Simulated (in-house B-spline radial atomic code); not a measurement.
Successive ionisation energies of technetium; each step leads to the configuration of the next row (after the last: [Ar] 3d3). NIST's values go from ground level to ground level; the uncertainty of those that are theory runs from under 0.1 % in few-electron ions to several per cent in heavy many-electron ones. Computed with an all-electron radial atomic-structure program (B-spline basis): non-relativistic Hartree-Fock, average of the configuration, point nuclei.

This level leaves out relativity, spin-orbit splitting included, which matters for heavy ions.

| ion | configuration | ionisation energy (eV) | tabulated value (eV) | tabulated kind | computed minus tabulated (eV) | highest orbital | largest mean radius (bohr) |
| --- | --- | --- | --- | --- | --- | --- | --- |
| Tc14+ | [Ar] 3d10 4s1 | 330.8 | 338.55 | semi-empirical | -7.8 | 4s | 0.94632 |
| Tc15+ | [Ar] 3d10 | ? | ? | tabulated theory | ? | ? | ? |
| Tc16+ | [Ar] 3d9 | 663.6 | 655 | tabulated theory | 8.6 | 3d | 0.41688 |
| Tc17+ | [Ar] 3d8 | 720.7 | 713 | tabulated theory | 7.7 | 3d | 0.41307 |
| Tc18+ | [Ar] 3d7 | 779.4 | 773 | tabulated theory | 6.4 | 3d | 0.40928 |
| Tc19+ | [Ar] 3d6 | 839.7 | 829 | tabulated theory | 10.7 | 3d | 0.4055 |
| Tc20+ | [Ar] 3d5 | ? | ? | tabulated theory | ? | ? | ? |
| Tc21+ | [Ar] 3d4 | 965.1 | 968 | tabulated theory | -2.9 | 3d | 0.39803 |

**Question.** Fill in the row of Tc15+.

**Answer.** ionisation energy (eV): 608.2; tabulated value (eV): 604; computed minus tabulated (eV): 4.2; highest orbital: 3d; largest mean radius (bohr): 0.42069.

**Question.** Fill in the row of Tc20+.

**Answer.** ionisation energy (eV): 901.6; tabulated value (eV): 904; computed minus tabulated (eV): -2.4; highest orbital: 3d; largest mean radius (bohr): 0.40175.

**Question.** Where is the largest jump?

**Answer.** From Tc14+ to Tc15+, by a factor of 1.84 (330.78 to 608.2 eV); the highest orbital goes from 4s to 3d.
